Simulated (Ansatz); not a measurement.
Reaction (redistribution): `B[SiH](F)OC` + `O=C(O)O[SiH2][SiH3]` → `B[Si](O)(F)OC` + `O=CO[SiH2][SiH3]`

Computed with Ansatz on PBE0-D4/def2-TZVP structures; ΔE is electronic, products minus reactants. CBS: MP2 limit from def2 TZ/QZ plus the TZ coupled-cluster correction, frozen cores. Functionals use def2-TZVPP. Each species was taken in one conformer, which may not be the lowest.

```json
{"level": "r2SCAN-D4", "ΔE (kJ/mol)": "-112.1"}
{"level": "B2PLYP", "ΔE (kJ/mol)": "-117.8"}
{"level": "PBE", "ΔE (kJ/mol)": "-104.6"}
{"level": "r2SCAN", "ΔE (kJ/mol)": "-111.8"}
```

(1) What does CCSD(T)/CBS give? (An estimate is asked.)

Largest T1 diagnostic among the species: 0.016.

Answers

(1) Ansatz gave: -121.9 kJ/mol. The listed levels differ from it by 9.8, 4.1, 17.3, 10.1 kJ/mol.

In def2-TZVPP, CCSD(T) changes the Hartree–Fock value by −8.4 kJ/mol (the triples alone add −0.3 kJ/mol) and MP2 by −12.4 kJ/mol.
